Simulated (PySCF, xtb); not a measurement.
germylsilane (GeH6Si), SMILES [SiH3][GeH3].

Harmonic wavenumbers (cm⁻¹) from GFN2-xTB (xtb) at its own minimum, in rising order: 35, 347, 348, 380, 501, 501, 745, 790, 790, 858, 897, 898, 1934, 2022, 2022, 2254, 2257, 2258.

Q: What does PySCF with PBE0-D3(BJ)/def2-TZVP give at its own minimum? (Estimate from the structure and the level; the computed values follow.)

A: 118, 358, 358, 358, 594, 594, 783, 884, 884, 886, 940, 940, 2144, 2152, 2152, 2218, 2231, 2231. Paired by order, the mean absolute difference is 67 cm⁻¹ and the zero-point energies are 28.4 and 29.8 kcal/mol.
